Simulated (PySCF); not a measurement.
Run record: geometry optimisation, SnH3(nBu) (`CCC[CH2][SnH3]`).

Method: PBE0-D3(BJ)/def2-SVP geometry optimisation, gas phase, def2 core potentials past Kr (PySCF 2.14.0). Start geometry: GFN2-xTB. The command runs a driver script over a list of jobs; the input below is this job's line of settings and its coordinates in Å.

Command:
```bash
OMP_NUM_THREADS=1 python probes_run.py task.json out
```

Input:
```
{"job": {"xc": "PBE0", "basis": "def2-SVP", "d3": "d3bj", "grid": 1, "maxiter": 40, "shake": 0.03, "kind": "geom"}, "charge": 0, "multiplicity": 1}
Sn     1.427820     1.832070     1.618040
H      1.366070     1.957280     3.261990
H      2.891680     1.974880     1.084740
H      0.758290     3.324490     1.070150
C      0.356530     0.126650     0.811630
C      0.324530     0.101110    -0.680030
C     -0.259200    -1.213220    -1.196480
C     -1.729170    -1.311030    -0.905400
H      0.865400    -0.717300     1.296740
H     -0.655010     0.135660     1.272500
H     -0.249460     0.928800    -1.041100
H      1.373130     0.159190    -1.039540
H     -0.232130    -1.208670    -2.309430
H      0.193290    -2.053030    -0.749410
H     -2.200690    -2.246330    -1.366550
H     -1.952990    -1.367140     0.201730
H     -2.306640    -0.424000    -1.269290
```

Q: Give the output.

A: 
```
step   0  E = -373.59438801  max force = 0.053087
step   1  E = -373.61399655  max force = 0.010979
step   2  E = -373.61574130  max force = 0.004452
step   3  E = -373.61602940  max force = 0.000859
step   4  E = -373.61604578  max force = 0.000288
step   5  E = -373.61605701  max force = 0.000298
optimisation converged
```

Energies in Eh; «max force» is the largest Cartesian gradient component in Eh/bohr.

Q: How much energy does the optimisation release, in eV?

A: E(step 0) − E(last step) = 0.021669 Eh, which is 0.590 eV.

Main results: final energy -373.61606 Eh after 5 steps; dipole 0.95 D.

Q: Where do the atoms end?

A: 0.074 Å rms from the input after alignment:
```
atom  x, y, z in Å
Sn1    1.3990    1.9105    1.6106
H2     1.3793    1.9384    3.3270
H3     3.0303    1.8988    1.0711
H4     0.6349    3.3306    1.0201
C5     0.3717    0.1628    0.8633
C6     0.3397    0.0810   -0.6595
C7    -0.3098   -1.1902   -1.2064
C8    -1.7910   -1.3279   -0.8878
H9     0.8760   -0.7194    1.2927
H10   -0.6446    0.1824    1.2881
H11   -0.1935    0.9588   -1.0682
H12    1.3676    0.1472   -1.0570
H13   -0.1699   -1.2131   -2.3009
H14    0.2357   -2.0680   -0.8164
H15   -2.2179   -2.2307   -1.3501
H16   -1.9745   -1.3996    0.1956
H17   -2.3614   -0.4620   -1.2621
```

Q: How long does this job take on Intel Xeon at 2.50 GHz, one thread, no GPU, shared host with 64 logical CPUs at a one-minute load of 46? And the peak memory of the process?

A: About 2.1 min, with 0.62 GiB resident at the peak, the Python interpreter and its libraries included.
Labels such as C1 count atoms from 1, the log's own numbers from 0.
